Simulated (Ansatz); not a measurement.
Relaxed structures of NaInH₂, closed shell (PBE0-D4/def2-TZVP; forces vanish, vibrations not checked; lower isomers may exist, and structures with a doubtful reference or unclear bonds are left out; Å). Program: Ansatz 0.2.0. Basis: def2-TZVPP. Cores are frozen in the correlated methods. Filled d shells of the heavier atoms are correlated. Core potentials replace the inner electrons of the atoms past krypton. The outer core shell of Li, Na, Mg and K is correlated. The def2 sets are not built for correlating such inner shells, so the correlated values are less sure here.

(1) Rank them by CCSD(T) energy, lowest first, and give each one's height above the lowest. Links in brackets join atoms within 1.22 times the sum of their covalent radii (1.1 for two metals). (To be estimated.)
A.
NaInH₂ ([Na][InH2])
```
4
angstrom
Na -2.1387 1.0587 -1.3363
In 0.1599 -0.0791 0.0999
H 0.6530 -1.7823 0.1323
H 1.3258 0.8027 1.1040
```
B.
NaInH₂ ([H]1[Na][InH]1)
```
4
angstrom
Na -2.1003 2.2184 -1.4280
In -0.3690 0.1597 -0.4436
H -0.4337 -1.5535 0.0520
H -2.3512 0.2111 -0.8850
```
C.
NaInH₂ ([H]1[Na]2[H][In]12)
```
4
angstrom
Na 1.2845 -0.6359 0.8025
In -1.1512 0.5700 -0.7192
H -0.2907 -1.2265 -0.4405
H 0.3412 1.2015 0.4721
```

No T1 diagnostic of these runs exceeds 0.017. The restricted Hartree–Fock reference is unstable towards an unrestricted one at one or more of these structures.

Results:

(1) Computed: C (0.0 kJ/mol), A (34.9 kJ/mol), B (50.3 kJ/mol). Heights count from the lowest.

For scale, one of the runs: CCSD(T)/def2-TZVPP, 110 basis functions, launched by `ansatz run in.yaml --threads 2 --pin off --events-out ev --progress --plain --max-ram 4352MiB`. Hardware: 2 CPU threads of an Intel Xeon Platinum 8488C, shared host. Wall time about 7.5 s.
